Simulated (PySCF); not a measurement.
# `C[SiH2]P([SiH3])[SiH3]`, CH11PSi3

Cartesian coordinates in Å; atom numbers follow the order of the lines, from 1:
```xyz
16

C    -2.5403   -0.7457    0.3980
Si   -1.2892    0.6051   -0.0579
P     0.5540    0.2958    1.1634
Si    1.3379   -1.6181    0.3485
Si    1.9277    1.7926    0.2663
H    -3.4907   -0.5784   -0.0990
H    -2.1804   -1.7301    0.1110
H    -2.7198   -0.7602    1.4695
H    -1.7883    1.9408    0.2824
H    -1.0105    0.5636   -1.5024
H     1.3075   -1.6742   -1.1165
H     0.4944   -2.6845    0.8862
H     2.7159   -1.7599    0.8123
H     3.2512    1.5478    0.8352
H     2.0002    1.7072   -1.1948
H     1.4229    3.1070    0.6539
```

Method used: GIAO CAM-B3LYP/pcSseg-1 magnetisability, rotational g tensor and spin-rotation constants, non-relativistic, gas phase (PySCF). Geometry: GFN2-xTB.

Q: Give the nuclear spin-rotation constants along the inertial axes (H = +C I·J) beside the isotropic shieldings.

A: Rotational constants 2.1500, 1.3345, 0.9235 GHz. A star marks the isotopologue with that one atom substituted, in its own axes.
| atom | isotope | Caa (kHz) | Cbb (kHz) | Ccc (kHz) | mean (kHz) | σ (ppm) |
| --- | --- | --- | --- | --- | --- | --- |
| P3 | 31P | 1.333 | 0.928 | 0.776 | 1.012 | 670.8 |
| H6 | 1H | -0.053 | -0.124 | -0.096 | -0.091 | 31.4 |
| H7 | 1H | -0.231 | -0.005 | -0.101 | -0.113 | 31.4 |
| H8 | 1H | -0.229 | -0.158 | 0.003 | -0.128 | 31.5 |
| H9 | 1H | -0.192 | 0.041 | -0.077 | -0.076 | 27.5 |
| H10 | 1H | -0.193 | -0.123 | 0.037 | -0.093 | 27.5 |
| H11 | 1H | -0.202 | -0.123 | 0.033 | -0.098 | 27.9 |
| H12 | 1H | -0.030 | -0.073 | -0.075 | -0.059 | 27.8 |
| H13 | 1H | 0.026 | -0.093 | -0.086 | -0.051 | 27.8 |
| H14 | 1H | -0.004 | -0.081 | -0.081 | -0.055 | 27.8 |
| H15 | 1H | -0.200 | -0.126 | 0.033 | -0.098 | 27.9 |
| H16 | 1H | -0.196 | 0.034 | -0.078 | -0.080 | 27.8 |
| C1 | 13C* | 0.244 | 0.152 | 0.088 | 0.161 | 191.1 |
| Si2 | 29Si* | -1.176 | -0.834 | -0.557 | -0.856 | 383.1 |
| Si4 | 29Si* | -1.259 | -0.681 | -0.497 | -0.812 | 420.4 |

For the geometry as given, no vibrational averaging.

Q: How do the rotational constants and the g tensor change when H6, H7, H8, H9, H10, H11, H12, H13, H14, H15, H16 are replaced by deuterium?

A: Constants 1.8114, 1.1267, 0.7901 GHz; g -0.0209, -0.0119, -0.0073, against -0.0248, -0.0141, -0.0085 before.
